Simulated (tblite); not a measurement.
Species: C₆H₈ClFS.
Geometry (GFN2-xTB, Å), atoms numbered from 1 in this order:
```xyz
17
C6H8ClFS angstrom
C      1.9878   -0.5461   -0.0931
C      0.5513   -0.0791   -0.2637
C      0.2229    1.2132    0.4961
C     -1.2551    1.1856    0.7124
S     -2.1658    2.3911    1.2747
C     -1.7665   -0.1780    0.3022
F     -2.7468   -0.6679    1.1144
C     -0.5098   -1.0545    0.2596
Cl    -0.1263   -1.5976    1.9201
H      2.2044   -0.7450    0.9525
H      2.6698    0.2199   -0.4525
H      2.1601   -1.4571   -0.6602
H      0.3488    0.0720   -1.3304
H      0.7145    1.2023    1.4738
H      0.5418    2.1193   -0.0183
H     -2.2103   -0.1119   -0.7048
H     -0.6280   -1.9542   -0.3434
```

Level: GFN2-xTB in tblite, geometry and Hessian alike; calculated harmonic values, unscaled, isolated species. Errors from tens to a few hundred cm⁻¹ against measured bands are possible. One conformer, not necessarily the lowest.

Harmonic wavenumbers (cm⁻¹): 45.6, 109.7, 165.0, 188.5, 196.2, 217.5, 264.4, 343.9, 412.3, 442.2, 521.5, 540.2, 610.0, 708.4, 783.7, 889.0, 893.1, 969.9, 987.6, 1032.1, 1081.5, 1099.1, 1122.4, 1148.9, 1156.4, 1168.6, 1208.4, 1217.4, 1225.4, 1266.4, 1289.6, 1308.5, 1329.1, 1411.0, 1423.1, 1486.7, 1491.2, 2853.9, 2922.8, 2947.6, 2980.7, 3002.7, 3047.7, 3050.9, 3060.2.

A = 1699, B = 938.0, C = 723.8 MHz; mass 166.002 u (most abundant isotopes); point group C1, symmetry number 1.

Question: Zero-point energy?

Answer: Half the sum of the wavenumbers: 27810 cm⁻¹ = 332.69 kJ/mol.

Question: Give the ideal-gas entropy at 200 K and 1 bar in the rigid-rotor, harmonic-oscillator model (classical rotation).

Answer: Translation 164.31, rotation 120.59, vibration 66.83: S = 351.7 J/(mol K).

Question: And Cp and H(200 K) − H(0)?

Answer: Cp = 110.80 J/(mol K), of which vibrations give 77.54 (their classical limit is 45 R = 374.2); H(200 K) − H(0) = 14.24 kJ/mol without the zero-point energy, 7.59 from vibrations.

Question: Which modes carry the vibrational entropy at 200 K?

Answer: 45.6 cm⁻¹: 17.62; 109.7 cm⁻¹: 10.50; 165.0 cm⁻¹: 7.36; 188.5 cm⁻¹: 6.39; 196.2 cm⁻¹: 6.11; 217.5 cm⁻¹: 5.39 J/(mol K); the other 39 give 13.47 together.

Question: Blend soft modes into free rotors: weight 1/[1 + (100 cm⁻¹/ν̃)⁴] for the oscillator and the rest for a rotor with moment μB/(μ + B), μ = h/(8π²ν), B = 10⁻⁴⁴ kg m². What vibrational entropy results?

Answer: 63.12 J/(mol K) in place of 66.83, which changes −T·S at 200 K by +0.74 kJ/mol.

Question: How do the functions run with temperature in this model?

Answer: 
| T (K) | S (J/(mol K)) | Cp (J/(mol K)) | H − H(0) (kJ/mol) | G − H(0) (kJ/mol) | ln q(vib) |
| --- | --- | --- | --- | --- | --- |
| 100 | 289.3 | 72.6 | 5.02 | -23.92 | 1.27 |
| 300 | 403.9 | 149.4 | 27.22 | -93.93 | 5.77 |
| 500 | 497.7 | 220.8 | 64.59 | -184.28 | 10.40 |
| 800 | 617.6 | 287.5 | 141.85 | -352.19 | 17.14 |
| 1000 | 684.9 | 315.1 | 202.28 | -482.58 | 21.34 |

q(vib) and H(0) count from the zero-point level.

Hindered rotation and anharmonicity are outside this model. Other conformers, if any are populated, would add a mixing term that is left out. The structure is chiral; the term R ln 2 for an equal mix with its mirror image is left out.
